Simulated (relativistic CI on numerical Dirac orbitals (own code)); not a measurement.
Computed by Dirac-Coulomb-Breit CI, orbitals from a KLI potential per configuration, a model potential for QED, unscaled Slater integrals (own radial code, finite nucleus).

The strongest absorption lines from the ground level of an ion, among the configurations computed and to levels below about 8640 eV (vacuum wavelength in nm, gf): 0.14421 (0.12), 0.14527 (0.062), 0.17721 (0.00079), 0.18937 (0.39), 0.19134 (0.027), 0.19397 (0.26), 1.8110 (0.18), 8.7546 (0.0091).

(1) Which ion is it?
A. Ce LVII
B. Ce LV
C. Cd XLV
D. I L

Results:

(1) B. Ce LV has 4 electrons and the ground level 2s2 1S_0; the strongest line goes to 2s 3p 1P°_1. The pattern of lines fixes the number of electrons, and along that sequence the line energies rise steadily with the charge (about as its square where n changes within one kind of shell, about linearly where n is kept but much faster in heavy ions where fine structure, which grows about as Z⁴, sets the gap, and irregularly where shells cross), which fixes Z. Configurations outside the model, such as inner-shell arrays, can give stronger lines. At this charge energies of transitions that change n are usually good to better than 1 %, and those within a shell (Δn = 0) to a few per cent.

LS names give the leading component of a level, which can be under half, so a name can repeat, a term be missing and a line seem to break the LS rules.
